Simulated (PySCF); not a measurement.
# Frontier orbitals and the lowest excitations

C4H9F2OS (charge +1).
Structure used (GFN2-xTB), in Å, numbered top down from 1:
```
atom  x, y, z in Å
C1    -2.155    0.749   -0.556
S2    -0.727    0.401    0.498
C3    -0.905   -1.382    0.714
C4     0.609    0.421   -0.817
O5     1.706   -0.340   -0.428
C6     2.499    0.186    0.546
F7     1.803    0.225    1.714
F8     2.837    1.452    0.285
H9    -3.047    0.702    0.064
H10   -2.058    1.757   -0.949
H11   -2.230    0.032   -1.367
H12   -1.808   -1.561    1.292
H13   -0.049   -1.741    1.280
H14   -0.959   -1.886   -0.247
H15    0.864    1.474   -0.985
H16    0.218   -0.041   -1.724
H17    3.394   -0.438    0.671
```

Computed with PySCF, TDDFT PBE0/def2-SVPD, vertical, gas phase, core orbitals frozen in the response.

Frontier orbitals with the atoms that hold most of them (Löwdin shares over 4%, at most four atoms; ? is withheld):

```
orbital  ε (eV)                           atoms
 HOMO-3  -15.58  O5 31%, F8 17%, F7 12%, S2 11%
 HOMO-2  -15.19  F8 22%, O5 18%, F7 16%, C6 15%
 HOMO-1  -14.58    S2 27%, O5 24%, C4 9%, C1 7%
   HOMO  -13.95                               ?
   LUMO   -5.04                               ?
 LUMO+1   -4.73   S2 46%, C3 16%, C1 14%, C4 5%
 LUMO+2   -3.76  S2 19%, C1 18%, C3 11%, C4 10%
```

Problem. Give the leading atoms of the HOMO.

Solution. O5 (bonded to 2 C) 34%; S2 (bonded to 3 C) 30%; C4 (bonded to O, S and 2 H) 9%; F7 (bonded to C) 6%.

Problem. Give the leading atoms of the LUMO.

Solution. S2 (bonded to 3 C) 46%; C4 (bonded to O, S and 2 H) 24%; C1 (bonded to S and 3 H) 7%; C3 (bonded to S and 3 H) 7%. By element: sulfur 46%, carbon 38% or more.

Problem. How does S1 compare with the orbital gap of 8.90 eV?

Solution. S1 is at 7.68 eV (f = 0.044), 1.22 eV below the gap, made of HOMO→LUMO+1 (73%), HOMO→LUMO (24%). Its leading pair isn't HOMO and LUMO; the energies of that pair differ by 9.21 eV. Without the coupling terms of the response equations the lowest excitation would equal the gap.

Problem. One configuration dominates each of S1, S3, S4 and S5. Which, and how do the shares of the two leading atoms of either orbital change from the occupied to the empty one?

Solution. 
- S1 (7.68 eV, f 0.044), HOMO→LUMO+1 (73%): O5 34% → at most 5%, S2 30% → 46%, C3 at most 7% → 16%
- S3 (8.04 eV, f 0.0040), HOMO-1→LUMO (93%): S2 27% → 46%, O5 24% → at most 7%, C4 9% → 24%
- S4 (8.56 eV, f 0.041), HOMO-1→LUMO+1 (92%): S2 27% → 46%, O5 24% → at most 5%, C3 at most 7% → 16%
- S5 (8.88 eV, f 0.0041), HOMO-2→LUMO (79%): F8 22% → at most 7%, O5 18% → at most 7%, S2 at most 16% → 46%, C4 at most 16% → 24%

One conformer stands for the species.
